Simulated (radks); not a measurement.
Problem. The tin ion Sn3+, 47 electrons, occupied as [Kr] 4d10 5s1. All-electron calculation, Dirac Kohn-Sham, LDA (Slater exchange, Perdew-Wang correlation), spin-unpolarised, spherical densities, point nucleus. Program: a radial shooting solver on a logarithmic mesh with Libxc functionals. Some entries of the table are withheld. Estimate them.

orbital  occ.  eigenvalue (eV)  <1/r> (bohr^-1)
1s1/2       2        -28991.24              (1)
2s1/2       2        -4401.579            12.30
2p1/2       2        -4115.680            12.29
2p3/2       4        -3885.363            11.44
3s1/2       2              (2)            4.344
3p1/2       2        -756.6360            4.256
3p3/2       4        -714.5862            4.049
3d3/2       4        -508.1979            3.897
3d5/2       6        -499.5083            3.844
4s1/2       2        -163.2383            1.711
4p1/2       2        -124.4612            1.595
4p3/2       4        -116.7932            1.527
4d3/2       4              (3)            1.242
4d5/2       6              (4)            1.225
5s1/2       1         -36.4467           0.6161

Solution. 
(1) 1s1/2 <1/r> (bohr^-1): 53.04
(2) 3s1/2 eigenvalue (eV): -872.9532
(3) 4d3/2 eigenvalue (eV): -55.9072
(4) 4d5/2 eigenvalue (eV): -54.8361
